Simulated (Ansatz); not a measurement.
Cost and result for the atomization energy of C₃H₈BClOS, SMILES `CC(C)OB(S)Cl` (15 atoms, 14 bonds).

| atom | x (Å) | y (Å) | z (Å) |
| --- | --- | --- | --- |
| C1 | 0.251 | -0.052 | -1.618 |
| C2 | 0.185 | -0.527 | -0.184 |
| C3 | -0.836 | -1.619 | 0.032 |
| O4 | -0.190 | 0.575 | 0.656 |
| B5 | 0.661 | 1.421 | 1.246 |
| S6 | 0.058 | 2.794 | 2.253 |
| Cl7 | 2.424 | 1.271 | 1.101 |
| H8 | 0.999 | 0.735 | -1.732 |
| H9 | -0.719 | 0.340 | -1.933 |
| H10 | 0.521 | -0.879 | -2.277 |
| H11 | 1.173 | -0.877 | 0.131 |
| H12 | -1.831 | -1.275 | -0.261 |
| H13 | -0.868 | -1.918 | 1.081 |
| H14 | -0.583 | -2.495 | -0.569 |
| H15 | -1.242 | 2.506 | 2.073 |

Charge 0, multiplicity 1. All single points use the PBE0-D4/def2-TZVP geometry. It is one conformer, not always the lowest. Program: Ansatz. All runs use 2 threads of an AMD EPYC 7R13 on a shared host and a share of an NVIDIA H100 80 GB. Times are those of one run each, without the atoms' runs, and a repeat can differ threefold. Electronic energies, without spin–orbit coupling; frozen cores. CCSD(T)/CBS adds CCSD(T) − MP2 in def2-TZVPP to the MP2 limit, and its time is that of the two runs behind it. T1 = 0.012. B3LYP takes the VWN-RPA correlation (the form of Gaussian; ORCA's B3LYP/G).

CCSD(T)/CBS is a level of theory with its own doubt, some kJ/mol a heavy atom from the limit and from the frozen cores, so smaller differences don't rank the functionals.

| level | functions | wall time | atomization (kJ/mol) | difference from CCSD(T)/CBS | per bond |
| --- | --- | --- | --- | --- | --- |
| B3LYP-D4/def2-TZVPP (with forces) | 351 | 5.5 s | 5910.0 | -1.1 | -0.1 |
| PBE0-D4/def2-TZVPP | 351 | 6 s | 5962.3 | 51.2 | 3.7 |
| ωB97X-V/def2-TZVPP | 351 | 6 s | 5934.1 | 23.0 | 1.6 |
| ωB97M-V/def2-TZVPP (with forces) | 351 | 7 s | 5950.3 | 39.2 | 2.8 |
| PBE-D4/def2-TZVPP (with forces) | 351 | 8 s | 6054.1 | 143.0 | 10.2 |
| r2SCAN-D4/def2-TZVPP (with forces) | 351 | 8.5 s | 5958.9 | 47.8 | 3.4 |
| B2PLYP/def2-TZVPP | 351 | 9 s | 5853.3 | -57.8 | -4.1 |
| MP2/def2-QZVPP | 665 | 15 s | 5969.1 | 58.0 | 4.1 |
| CCSD(T)/def2-TZVPP | 351 | 18 s | 5772.3 | -138.8 | -9.9 |
| CCSD(T)/CBS(def2) | – | 33 s | 5911.1 | 0.0 | 0.0 |

In def2-TZVPP, CCSD(T) changes the Hartree–Fock value by +1361.8 kJ/mol (the triples alone add +89.5 kJ/mol) and MP2 by +1477.5 kJ/mol; breaking electron pairs costs correlation energy, which Hartree–Fock lacks. From PBE to PBE0 (25 % exact exchange), in def2-TZVPP and without D4, the atomization energy moves by −86.5 kJ/mol: exact exchange takes away binding that semilocal exchange gives to molecules. The D4 term adds +59.0 kJ/mol with B3LYP and +31.6 kJ/mol with PBE0; it sums over pairs of atoms, weighted by their polarisabilities, and B3LYP, whose exchange is more repulsive, gets the larger term.
